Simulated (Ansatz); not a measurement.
`FB(F)Cl` + silanol → `FB(F)O[SiH3]` + HCl  (ligand exchange at a B–Cl bond)

Gas-phase electronic energies from Ansatz, PBE0-D4/def2-TZVP geometries. CBS: MP2 limit from def2 TZ/QZ plus the TZ coupled-cluster correction, frozen cores. This one scheme is used for every species. Each species was taken in one conformer, which may not be the lowest.

| species | CCSD(T)/CBS(def2) energy (Eh) |
| --- | --- |
| `FB(F)Cl` | -684.31926 |
| `O[SiH3]` | -366.69042 |
| `FB(F)O[SiH3]` | -590.65048 |
| HCl | -460.38127 |

(1) Work out ΔE.

Largest T1 diagnostic among the species: 0.012.

## Answers

(1) ΔE = (-590.65048) + (-460.38127) − (-684.31926) − (-366.69042) = -0.02207 Eh = -57.9 kJ/mol.

At CCSD(T), def2-SVP lies −7.7 kJ/mol from the extrapolated value and def2-TZVPP −0.6 kJ/mol. Leaving LDA and LC-ωPBE aside and taking each functional with its dispersion term where it has one, the values, not all of them listed here, spread over 20.5 kJ/mol, from BHLYP-D4 to revPBE-D4. LDA lies −7.1 kJ/mol from PBE without D4. From BLYP to BHLYP (50 % exact exchange), in def2-TZVPP and without D4, ΔE moves by −11.7 kJ/mol.
